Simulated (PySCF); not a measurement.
# Working out the excitation energy of Be

Be [He] 2s2 (1S) → Be [He] 2p2 (3P). Computed with PySCF 2.14 in aug-cc-pCVDZ (5s4p2d, 27 functions), with no relativity, point nucleus. Frozen: nothing. Energies in hartree (1 hartree = 27.21139 eV):

| part | Be (lower) | Be (upper) |
| --- | --- | --- |
| UHF | -14.572379 | -14.334657 |
| CCSD correlation | -0.079285 | -0.043160 |
| (T) | -0.000245 | -0.000024 |

Q: What does Hartree-Fock give?

A: (-14.334657) − (-14.572379) = 0.237722 hartree = 6.469 eV.

Q: What do CCSD and CCSD(T) give?

A: The CCSD correlation energies differ by 0.036125 hartree = 0.983 eV and the triples by 0.000221 hartree = 0.006 eV, so CCSD gives 7.452 eV and CCSD(T) 7.458 eV.

Measured between the centres of the two terms (NIST): 7.401 eV, so CCSD(T) (valence and next inner shell) is off by 0.057 eV.

A double-zeta basis recovers only part of the correlation energy.

What remains against the reference includes basis incompleteness and higher excitations.
